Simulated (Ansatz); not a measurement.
Relaxation of BCl3H3P (8 atoms, charge 0, multiplicity 1), to a largest force component of 0.03 eV/Å in at most 50 steps.

The calculation used RKS revPBE/def2-SVP in Ansatz.

```xyz
8
Properties=species:S:1:pos:R:3
B -0.044 0.115 0.175
Cl 0.176 0.878 1.824
Cl 1.366 -0.017 -0.878
Cl -1.676 -0.016 -0.486
P 0.073 -2.922 0.940
H -0.203 -2.617 -0.433
H 1.476 -2.629 0.826
H -0.253 -1.627 1.438
```

Question: Where does it end, and by what steps?

Answer: It converged. After 24 steps the energy has fallen by 0.423 eV; H8 moved furthest, 1.11 Å.

```csv
step,energy less start (eV),largest force component (eV/Å),accepted
0,0.0000,1.072,yes
1,-0.1424,0.921,yes
2,-0.2596,0.912,yes
3,-0.3458,0.807,yes
4,-0.3909,0.602,yes
5,-0.4094,0.324,yes
6,-0.4157,0.050,yes
7,-0.3999,0.488,no
8,-0.4166,0.034,yes
9,-0.4162,0.197,no
10,-0.4175,0.034,yes
11,-0.4180,0.080,yes
12,-0.4181,0.067,yes
13,-0.4134,0.268,no
14,-0.4182,0.123,yes
15,-0.4197,0.096,yes
16,-0.4200,0.112,yes
17,-0.4204,0.118,yes
18,-0.4210,0.137,yes
19,-0.4216,0.127,yes
20,-0.4145,0.307,no
21,-0.4227,0.048,yes
22,-0.4227,0.054,yes
23,-0.4231,0.043,yes
24,-0.4234,0.002,yes
```

```xyz
8
Properties=species:S:1:pos:R:3
B -0.035 0.784 -0.042
Cl -0.143 1.207 1.663
Cl 1.536 0.709 -0.833
Cl -1.498 0.439 -0.958
P 0.313 -3.572 1.037
H -0.682 -3.057 0.129
H 1.366 -2.814 0.409
H 0.057 -2.531 2.002
```

Time of the run: 21 s on 2 threads of Intel(R) Xeon(R) 6975P-C (Granite Rapids) (shared host), peak memory 0.17 GiB.
